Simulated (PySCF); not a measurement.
Dissociation curve of C₂, singlet.

Levels of theory: RKS-B3LYP/3-21G = restricted B3LYP/3-21G run with PySCF; RKS-BP86/6-31G* = PySCF 2.14.0 with restricted BP86/6-31G*, spherical d; RKS-B3LYP/6-31G* = restricted B3LYP/6-31G*, spherical d (PySCF); RKS-LDA (SVWN5)/6-31G* = restricted LDA (SVWN5)/6-31G*, spherical d (PySCF).

Energies are in eV, each relative to the lowest point of its own curve near equilibrium.

| R / Å | RKS-B3LYP/3-21G | RKS-BP86/6-31G* | RKS-B3LYP/6-31G* | RKS-LDA (SVWN5)/6-31G* |
|---|---|---|---|---|
| 0.92 | 9.480 | 9.710 | 9.370 | 9.526 |
| 0.99 | 5.044 | 5.240 | 4.983 | 5.082 |
| 1.08 | 1.809 | 1.936 | 1.778 | 1.819 |
| 1.13 | 0.837 | 0.924 | 0.816 | 0.832 |
| 1.17 | 0.363 | 0.418 | 0.348 | 0.349 |
| 1.23 | 0.031 | 0.045 | 0.027 | 0.013 |
| 1.25 | 0.000 | 2.212 | 0.000 | 2.526 |
| 1.28 | 0.013 | 0.000 | 0.020 | 0.000 |
| 1.33 | 0.162 | 1.611 | 0.183 | 1.963 |
| 1.35 | 0.257 | — | 0.285 | — |
| 1.45 | 0.926 | — | 1.000 | — |
| 1.55 | 1.761 | — | 1.898 | — |
| 1.71 | 3.122 | — | 3.378 | — |
| 1.89 | 4.472 | — | 4.845 | — |
| 2.06 | 5.526 | — | 5.959 | — |
| 2.22 | 6.339 | — | 6.791 | — |
| 2.53 | 7.515 | — | 7.949 | — |
| 2.77 | 8.147 | — | 8.560 | — |
| 3.05 | 8.662 | — | 9.060 | — |

At the longest distance, 3.05 Å, RKS-B3LYP/6-31G* lies highest above its minimum (9.060 eV) and RKS-B3LYP/3-21G lowest (8.662 eV).

A dash means that the run gave no value there, or that the column was ended at a point which the program doubted or which failed a test of continuity chosen for this set; such a test can also cut sound points.

The scan ran from 0.92 to 4.98 Å; beyond the distances shown full CI changes its symmetry label. The restricted form behind RKS-B3LYP/3-21G, RKS-BP86/6-31G*, RKS-B3LYP/6-31G*, RKS-LDA (SVWN5)/6-31G* keeps the bonding electrons paired and can't separate into open-shell fragments.
